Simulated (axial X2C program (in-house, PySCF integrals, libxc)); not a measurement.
# Potential curves of InO, with spin–orbit coupling

Computed with an in-house all-electron X2C program for linear molecules (integrals from PySCF). Two-component (2c) means X2C with spin–orbit coupling and atomic mean-field two-electron Coulomb and Gaunt terms. Basis: In dyall-cv3z [11s12p9d4f1g], O dyall-av3z [7s6p3d2f] (cores contracted in-house); Gaussian nuclei, density fitting, unrestricted open shells. Masses: In 114.904 u, O 15.995 u.

State: Ω = 1/2 (⟨Sz⟩ = 0.50, ⟨Lz⟩ = 0.00 at PBE0). Energies in eV from the lowest point of each curve. Fits are polynomials in 1 − R0/R over 0.85 to 1.23 times the lowest point R0.

```csv
R (Å),PBE0,M06
1.7581,0.3376,0.4645
1.8161,0.1241,0.2077
1.8740,0.0221,0.0631
1.9320,0.0000,0.0000
1.9996,0.0450,0.0015
2.0672,0.1415,0.0602
2.1542,0.3130,0.1916
```

One determinant describes the state; a PBE0 search over occupations chose it and may have missed a lower one. Density functionals use the spin component along the axis (collinear). Other states lie close and PBE0, whose exact exchange favours high spin, may order them wrongly; the determinant shown need not be the ground state. The nearest other 2c determinant of the search, Ω = 3/2, lies 0.32 eV up at the distance of the search.

Problem. Fit the PBE0 curve near its minimum: give the equilibrium distance and the harmonic wavenumber.

Solution. At PBE0, 2c: Re = 1.922 Å, ωe ≈ 587 cm⁻¹; Be follows as 0.325 cm⁻¹.

Problem. Fit the M06 curve near its minimum: give the equilibrium distance and the harmonic wavenumber.

Solution. At M06, 2c: Re = 1.963 Å, ωe ≈ 540 cm⁻¹; Be follows as 0.311 cm⁻¹.
